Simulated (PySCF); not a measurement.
What builds the electron affinity along group 11

Calculated with PySCF 2.14 from differences of total energies of unrestricted determinants, without spin-orbit coupling. Each column adds one step, in eV (sums use unrounded values): valence MP2, valence CCSD, valence triples, then the next inner shell at CCSD(T) (Cu 3s 3p, Ag 4s 4p, Au 5s 5p). References (photodetachment measurements) marked * lie between the lowest fine-structure levels; the others compare directly ((s) semi-empirical, (t) theoretical).

```csv
element,UHF,+ MP2,+ CCSD,+ (T),+ inner shell,sum,reference
"Cu [Ar] 3d10 4s2 → [Ar] 3d10 4s1 (x2c-TZVPPall with one added diffuse shell each of s, p, d, f type, spin-free X2C)",0.014,0.870,0.141,0.170,0.009,1.203,1.236
"Ag [Kr] 4d10 5s2 → [Kr] 4d10 5s1 (x2c-TZVPPall with one added diffuse shell each of s, p, d, f type, spin-free X2C)",0.091,0.966,0.036,0.116,0.044,1.254,1.304
"Au [Xe] 4f14 5d10 6s2 → [Xe] 4f14 5d10 6s1 (x2c-TZVPPall with one added diffuse shell each of s, p, d, f type, spin-free X2C)",0.632,1.512,-0.138,0.158,0.064,2.228,2.309
```

What remains against the references is mostly basis incompleteness.

These are valence bases, so the inner-shell step is incomplete.
